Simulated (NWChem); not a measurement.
System: hydrogen sulfate (HSO₄ anion); SMILES O=S(=O)([O-])O

```xyz
6

O     -0.0635    -1.2876    -0.8234
S      0.0060     0.1720     0.0764
O      0.0549    -0.3424     1.4785
O     -1.2442     0.8746    -0.2956
O      1.2498     0.8265    -0.3944
H      0.0091    -1.9670    -0.1399
```
Atoms are numbered in this order, from 1.

All runs: NWChem. The geometry was optimised at B3LYP/def2-SVPD. No frequency run checked for a minimum. Level: PBE0/aug-cc-pVDZ with SMD (1 M gas to 1 M solution), gas-phase geometry. Reactions with the solvent are ignored.

Estimate the computed values for solvent cyclohexane. Quantities: solvation free energy (kcal/mol); cavity-dispersion-structure term (kcal/mol).


```
Item                                         Value
-------------------------------------------  -----
solvation free energy (kcal/mol)             -28.4
cavity-dispersion-structure term (kcal/mol)   -1.5
```
